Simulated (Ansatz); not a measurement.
Start from `C[CH2][Zn][F]` and change one element to get `C[CH2][Zn][Cl]`.

Ansatz, PBE0-D4/def2-TZVP geometries, multiplicity 1. Each molecule was computed in one conformer, which needn't be the lowest.

Scalar relativity is left out up to krypton.

```csv
property,`C[CH2][Zn][F]`
HOMO energy (B3LYP/def2-TZVPP) / eV,-7.92
LUMO energy (ωB97M-V/def2-TZVPP) / eV,1.02
size of the dipole moment (PBE/def2-TZVPP) / D,2.97
size of the dipole moment (ωB97M-V/def2-TZVPP) / D,2.90
HOMO–LUMO gap (PBE/def2-TZVPP) / eV,5.61
zero-point energy (PBE0-D4/def2-TZVP) / kJ/mol,175.1
```

Task: Give the same properties after the change, and the shifts. (Best estimate.)

Result: Computed: 
```
                                          property  `C[CH2][Zn][Cl]`  shift
               HOMO energy (B3LYP/def2-TZVPP) / eV             -7.73   0.19
             LUMO energy (ωB97M-V/def2-TZVPP) / eV              1.04   0.02
    size of the dipole moment (PBE/def2-TZVPP) / D              2.68  -0.29
size of the dipole moment (ωB97M-V/def2-TZVPP) / D              2.60  -0.30
               HOMO–LUMO gap (PBE/def2-TZVPP) / eV              5.52  -0.09
    zero-point energy (PBE0-D4/def2-TZVP) / kJ/mol             173.0   -2.1
```

Dipoles are sizes alone; their direction can turn.

B3LYP here is the variant with VWN-RPA as its local correlation; programs differ in this.
